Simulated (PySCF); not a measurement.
Gas-phase reaction: 2 GaH + 3 Cl2 = 2 GaCl3 + 2 H

Computed with PySCF and rigid-rotor harmonic-oscillator thermochemistry at 1 bar. † marks an energy on the PBE0/def2-TZVP geometry and frequencies; other levels use their own. MP2 and CCSD(T) freeze the core. Open shells (unrestricted): H (multiplicity 2); the rest are closed-shell singlets. B3LYP is the form with VWN-RPA correlation. Ga: all electrons, no relativistic terms. GaH: computed as isolated molecules; such fragments, hydroxides, amides, oligomers or adducts are transient or little studied in the gas. MP2 isn't extrapolated to the basis-set limit; its ΔH°(298 K) is -1113.9 kJ in def2-SVP and -1027.2 kJ in def2-TZVPP. CCSD(T) isn't extrapolated to the basis-set limit; its ΔH°(298 K) is -996.4 kJ in def2-SVP and -924.4 kJ in def2-TZVPP. The harmonic model lacks anharmonicity and excited electronic states, which grow with temperature; levels with a mode under 35 cm⁻¹ are left out.

```json
[
 {"level": "B3LYP/def2-TZVP†", "ΔE electronic, kJ": "-795", "ΔH°(298 K), kJ": "-801", "ΔS°(298 K), J/K": "-187", "ΔG°(600 K), kJ": "-693"},
 {"level": "CCSD(T)/def2-SVP†", "ΔE electronic, kJ": "-990", "ΔH°(298 K), kJ": "-996", "ΔS°(298 K), J/K": "-187", "ΔG°(600 K), kJ": "-888"},
 {"level": "CCSD(T)/def2-TZVPP†", "ΔE electronic, kJ": "-918", "ΔH°(298 K), kJ": "-924", "ΔS°(298 K), J/K": "-187", "ΔG°(600 K), kJ": "-816"},
 {"level": "M06-2X/def2-TZVP†", "ΔE electronic, kJ": "-936", "ΔH°(298 K), kJ": "-942", "ΔS°(298 K), J/K": "-187", "ΔG°(600 K), kJ": "-834"},
 {"level": "MP2/def2-TZVPP†", "ΔE electronic, kJ": "-1021", "ΔH°(298 K), kJ": "-1027", "ΔS°(298 K), J/K": "-187", "ΔG°(600 K), kJ": "-919"},
 {"level": "PBE/def2-SVP", "ΔE electronic, kJ": "-902", "ΔH°(298 K), kJ": "-907", "ΔS°(298 K), J/K": "-188", "ΔG°(600 K), kJ": "-798"},
 {"level": "PBE0/def2-QZVP†", "ΔE electronic, kJ": "-878", "ΔH°(298 K), kJ": "-885", "ΔS°(298 K), J/K": "-187", "ΔG°(600 K), kJ": "-777"},
 {"level": "PBE0/def2-SVP†", "ΔE electronic, kJ": "-976", "ΔH°(298 K), kJ": "-983", "ΔS°(298 K), J/K": "-187", "ΔG°(600 K), kJ": "-875"},
 {"level": "PBE0/def2-TZVP", "ΔE electronic, kJ": "-890", "ΔH°(298 K), kJ": "-896", "ΔS°(298 K), J/K": "-187", "ΔG°(600 K), kJ": "-788"},
 {"level": "ωB97M-V/def2-TZVP†", "ΔE electronic, kJ": "-869", "ΔH°(298 K), kJ": "-875", "ΔS°(298 K), J/K": "-187", "ΔG°(600 K), kJ": "-767"},
 {"level": "ωB97X-V/def2-TZVP†", "ΔE electronic, kJ": "-909", "ΔH°(298 K), kJ": "-916", "ΔS°(298 K), J/K": "-187", "ΔG°(600 K), kJ": "-808"}
]
```
ΔH° is lowest at MP2/def2-TZVPP† and highest at B3LYP/def2-TZVP†. No reference value is set beside these.
